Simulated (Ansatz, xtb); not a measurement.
## Ranking isomers of F3H5NSi2+

5 gas-phase structures of F3H5NSi2+, found in a search over its isomers (lower ones may exist). Each was relaxed with GFN2-xTB; where two conformers were screened, the lower at r2SCAN-D4/def2-SVP is listed:

A. `[NH3+][SiH2][Si](F)(F)F`, a singlet
B. `[NH3+][Si@H](F)[SiH](F)F`, a singlet
C. `F[Si](F)(F)[NH2+][SiH3]`, a singlet
D. `F[SiH2][NH2+][SiH](F)F`, a singlet
E. `[NH3+][Si](F)(F)[SiH2]F`, a singlet

Which do you expect lowest at r2SCAN-D4/def2-SVP, and how would the others follow?

Calculated order at r2SCAN-D4/def2-SVP: C (0.0), D (12.4), A (30.4), E (57.3), B (61.1) kJ/mol. Less than 1 kcal/mol parts E and B, so the order within that pair means little.

Energies above the lowest of each column, in kJ/mol; the last columns are at B3LYP-D3(BJ)/def2-SVP geometries (a dash: not run or not comparable):

```
structure  GFN2-xTB  HF/STO-3G  r2SCAN-D4/def2-SVP  B3LYP-D3(BJ)/def2-SVP  CCSD(T)/def2-SVP + ΔMP2/def2-TZVPP
        C      59.2        0.0                 0.0                    0.0                                 0.0
        D       0.0        9.5                12.4                    1.4                                 8.2
        A     117.8       69.5                30.4                   25.8                                39.4
        E      92.8       74.8                57.3                   37.4                                   –
        B      76.5       99.6                61.1                   44.4                                   –
```

CCSD(T)/def2-SVP + ΔMP2/def2-TZVPP puts C lowest of those it was run on; GFN2-xTB picks D. Flexible structures stand in one conformer each, not always the lowest. Frequencies (B3LYP-D3(BJ)/def2-SVP) were run for A, C, D alone. ΔMP2 is the change of the MP2 energy from the smaller to the larger basis.

Over these structures GFN2-xTB departs from r2SCAN-D4/def2-SVP by 29.0 kJ/mol on average once a common shift is removed. A GFN2-xTB relaxation took about 0.12 s and the r2SCAN-D4/def2-SVP energy about 2.4 s on a shared host (Ansatz 0.2.0, xtb 6.7.1).
